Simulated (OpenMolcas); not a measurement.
Ag2+ in a point-charge field

Ag2+ among 6 point charges of -1 e arranged as a trigonal antiprism (D3d), 1.79 Å from the ion, with a polar angle of 48.2° against the regular 54.74°.

| Item | Value |
| --- | --- |
| Program | OpenMolcas |
| Method | CASSCF |
| Basis | ANO-RCC-VTZP [7s6p4d2f1g] |
| Scalar Hamiltonian | DKH2, point nucleus |
| Active space | 9 electrons in 5 orbitals (4d) |
| State averaging | 2S+1 = 2 even, 5 roots |
| Spin-orbit coupling | RASSI with atomic mean-field integrals over the reference wave functions |

The lowest spin-free states (labels of D3, the rotations of D3d), above the lowest:

```tsv
State	Degeneracy	E (cm-1)	Free-ion L (%)
2E	2	0.0	D (100)
2A1	1	4379	D (100)
2E	2	8266	D (100)
```

The lowest levels with spin-orbit coupling:

```
E (cm-1)  Degeneracy  Label  2S+1               g
     0.0           2   E3/2     2  0.00 0.00 3.59
   641.2           2   E1/2     2  0.50 1.91 1.91
    5789           2   E1/2     2  0.16 0.74 0.74
    8280           2   E1/2     2  0.65 0.65 3.34
   11038           2   E3/2     2  0.00 0.00 1.73
```

Powder χT (cm3 K/mol): 0.406 at 2 K, 0.417 at 10 K, 0.47 at 50 K, 0.536 at 100 K, 0.663 at 200 K, 0.762 at 300 K. The effective moment at 300 K is 2.828 √(χT) = 2.47 μB.

The lowest level has 2S+1 = 2, for which the spin-only value is χT = S(S+1) / 2 = 0.375 cm3 K/mol (g = 2). The computed 0.762 at 300 K differs by +0.387, through orbital momentum, spin-orbit coupling and any other state in reach.

An orbital doublet at a regular site is open to a Jahn-Teller distortion, which this geometry leaves out. This is an electrostatic model: the charges have no orbitals. No measured value stands beside these numbers.
